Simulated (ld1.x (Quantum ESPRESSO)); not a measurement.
**Pseudopotential generation for oxygen (O): TM, PBEsol, scalar-relativistic.**

Input for ld1.x (Quantum ESPRESSO) 7.5:

```
&input
   title='O', zed=8., rel=1, dft='PBESOL', iswitch=3,
   config='[He] 2s2 2p3.5',
   nld=2, rlderiv=1.40, eminld=-4.0, emaxld=5.0, deld=0.02
 /
 &inputp
   pseudotype=2, tm=.true., lloc=1,
   nlcc=.true., new_core_ps=.true.,
   file_pseudopw='O.UPF', file_wfcaegen='ae.wfc', file_wfcncgen='nc.wfc', file_beta='beta', file_chi='chi'
 /
2
2S  1  0   2.00   0.00  0.65  0.65  0.0
2P  2  1   3.50   0.00  1.30  1.30  0.0
 &test
   configts(1)='2s2 2p3.5'
 /
```

Command:

```bash
ld1.x < O.in > O.out
```

The program printed (shortened: banner, matrices, multipoles, cross overlaps and the repeated all-electron block are left out):

```
Program LD1 v.7.5
     --------------------------- All-electron run ----------------------------

     O
     scalar relativistic calculation

     atomic number is  8.00
     dft =PBESOL   lsd =0 sic =0 latt =0  beta=0.20 tr2=1.0E-14
     Exchange-correlation= PBESOL
                           (   1   4  10   8   0   0   0)
     mesh =1095 r(mesh) =  99.04343 a.u. xmin = -7.00 dx = 0.01250
     1 Ry =  13.60569312 eV, c = 137.03599908

     n l     nl                  e(Ry)          e(Ha)          e(eV)
     1 0     1S 1( 2.00)       -38.3287       -19.1643      -521.4880
     2 0     2S 1( 2.00)        -2.2951        -1.1476       -31.2266
     2 1     2P 1( 3.50)        -1.1912        -0.5956       -16.2069

     final scf error:  9.2E-15 reached in  21 iterations

     Etot =    -149.038299 Ry,     -74.519149 Ha,   -2027.769358 eV

     Ekin =     148.789533 Ry,      74.394767 Ha,    2024.384728 eV
     Encl =    -350.494207 Ry,    -175.247103 Ha,   -4768.716618 eV
     Eh   =      68.274889 Ry,      34.137444 Ha,     928.927185 eV
     Exc  =     -15.608514 Ry,      -7.804257 Ha,    -212.364653 eV

     normalization and overlap integrals

     s(1S/1S) =  1.000000  <r> =   0.1999  <r2> =    0.0540  r(max) =   0.1298
     s(2S/2S) =  1.000000  <r> =   1.1152  <r2> =    1.5031  r(max) =   0.8677
     s(2P/2P) =  1.000000  <r> =   1.1790  <r2> =    1.8055  r(max) =   0.8050

     ------------------------ End of All-electron run ------------------------

     --------------------- Generating NC pseudopotential ---------------------

      Generating local pot.: lloc=1, matching radius rcloc =   1.3000

      Computing core charge for nlcc:

       r > 0.34 : true rho core
      Core charge pseudized with two Bessel functions
      Integrated core pseudo-charge :   1.36

      Wfc   2S  rcut= 0.651  Using Troullier-Martins method

     ------------------- End of pseudopotential generation -------------------

     Computing logarithmic derivative in   1.40400
     Computing logarithmic derivative in   1.40400
     Computing the partial wave expansion
     R is outside the sphere for l=    0 j= 0.00
       no projector for channel:   1

     ---------------------- Testing the pseudopotential ----------------------

     O
     scalar relativistic calculation

     atomic number is  8.00   valence charge is  6.00
     dft =PBESOL   lsd =0 sic =0 latt =0  beta=0.20 tr2=1.0E-14
     mesh =1095 r(mesh) =  99.04343 xmin = -7.00 dx = 0.01250

     n l     nl             e AE (Ry)        e PS (Ry)    De AE-PS (Ry)
     1 0     2S   1( 2.00)       -2.29511       -2.29512        0.00001
     2 1     2P   1( 3.50)       -1.19118       -1.19119        0.00001

     eps = 5.7E-16  iter = 14

     Etot =    -149.038299 Ry,     -74.519149 Ha,   -2027.769358 eV
     Etotps =   -35.367197 Ry,     -17.683599 Ha,    -481.195235 eV

     Ekin =      20.793503 Ry,      10.396751 Ha,     282.910020 eV
     Encl =     -73.282863 Ry,     -36.641431 Ha,    -997.064143 eV
     Ehrt =      23.949086 Ry,      11.974543 Ha,     325.843917 eV
     Ecxc =     -10.622847 Ry,      -5.311424 Ha,    -144.531197 eV
     (Ecc =      -4.377686 Ry,      -2.188843 Ha,     -59.561449 eV)
     Epseu=       3.795923 Ry,       1.897962 Ha,      51.646168 eV

     ---------------------- End of pseudopotential test ----------------------
```

Generation and configuration tests took about 3.7 s on one core of a shared server CPU.
